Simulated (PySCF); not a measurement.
C$_{4}$H$_{9}$ (SMILES C[C+](C)C), charge +1, singlet, geometry from GFN2-xTB. Base run: PBE/6-31G (PySCF).

Geometry (Å):
```xyz
13

C     -0.3930     1.3753     0.2251
C      0.0000     0.0000     0.0000
C      1.3598    -0.4178     0.2702
C     -0.9667    -0.9575    -0.4952
H      0.2572     2.0459    -0.3478
H     -0.1825     1.6567     1.2630
H     -1.4339     1.5821    -0.0091
H      1.7974    -0.8630    -0.6304
H      1.3577    -1.2523     0.9804
H      2.0024     0.3777     0.6378
H     -1.3951    -0.5990    -1.4380
H     -0.5685    -1.9598    -0.6288
H     -1.8348    -0.9882     0.1728
```
Charge +1, spin multiplicity 1.
All else is at PySCF's defaults.

Each row names what was changed in the base input (with any setting that the change needs).

```
change                                     E (Eh)  HOMO (eV)  HOMO-LUMO gap (eV)  core-seconds (rough)                outcome
-------------------------------------  ----------  ---------  ------------------  --------------------  ---------------------
base                                   -157.28665     -14.73                5.21                     5              converged
functional = wb97x                     -157.46704     -18.84               12.53                    20              converged
functional = blyp; dispersion = d4     -157.42962     -14.64                5.26                     7              converged
functional = tpssh                     -157.52954     -15.52                6.42                    10              converged
functional = m06                       -157.38512     -16.26                7.84                     8              converged
functional = pbe; dispersion = d3zero  -157.29013     -14.73                5.21                     7              converged
functional = lda,vwn                   -155.99663     -14.74                5.14                     5              converged
functional = hse06                     -157.32560     -15.90                6.94                    20              converged
functional = pbe; dispersion = d3bj    -157.29526     -14.73                5.21                     6              converged
functional = b3lyp                     -157.51735     -16.05                7.28                     6              converged
functional = camb3lyp                  -157.40636     -17.76               10.41                    20              converged
functional = wb97x_v                            -          -                   -                     -  cut at the time limit
functional = lc_wpbe                   -157.40784     -19.21               12.93                    20              converged
```

Total energies compare only within one method and basis.
